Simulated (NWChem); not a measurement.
Molecule: C$_{2}$H$_{5}$ClSi; SMILES [SiH3]/C=C\Cl

```xyz
9

Si    -0.4284     1.6620     0.0000
C      1.0777     0.5395     0.0000
C      1.0317    -0.7943     0.0000
Cl    -0.4499    -1.6881     0.0000
H     -1.2652     1.4303     1.2155
H     -1.2652     1.4303    -1.2155
H      0.0450     3.0787     0.0000
H      2.0830     0.9767     0.0000
H      1.9108    -1.4452     0.0000
```
Atoms are numbered in this order, from 1.

Geometry: optimised at PBE0/def2-SVP.

Task: Give the principal values of the shielding tensors (ppm) of Si1, C2, C3, Cl4 from LDA (Slater exchange, VWN5)/pcSseg-1, GIAO (NWChem), with their diamagnetic and paramagnetic parts as GIAO splits them.

Result: 
| atom | σ11 | σ22 | σ33 | isotropic | diamagnetic | paramagnetic |
|---|---|---|---|---|---|---|
| Si1 | 393.7 | 397.0 | 448.5 | 413.1 | 881.7 | -468.7 |
| C2 | -63.4 | 56.7 | 156.8 | 50.0 | 258.6 | -208.6 |
| C3 | -94.2 | 55.5 | 107.5 | 22.9 | 257.1 | -234.2 |
| Cl4 | 353.9 | 667.6 | 834.6 | 618.7 | 1146.4 | -527.7 |
